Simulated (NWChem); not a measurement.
Molecule: SiNH2F, singlet; SMILES [Si](N)F

```xyz
5

Si    -0.6434     0.0506     0.0000
F      0.4310     1.2984     0.0000
N      0.4907    -1.2340     0.0000
H      1.5010    -1.1134     0.0000
H      0.2134    -2.2102     0.0000
```
Atoms are numbered in this order, from 1.

Computed with NWChem. Low-valent species are run as closed-shell singlets; no triplet was tried in these runs. All runs use the structure optimised with PBE0/def2-SVP. Core excitations by TDA in a window of 1s orbitals, non-relativistic and unshifted: absolute energies depend strongly on the exact-exchange share.

For level Si K edge, PBE0/def2-TZVP:

| Quantity | Result |
|---|---|
| first 1s excitation (eV) | 1799.4 |
| first state with f > 0.002 (eV) | 1799.4 |

### Question
How do the values read with level F K edge, B3LYP/def2-TZVP instead?

### Answer
The first 1s excitation (eV) comes out as 668.1. The first state with f > 0.002 (eV) is 668.1.
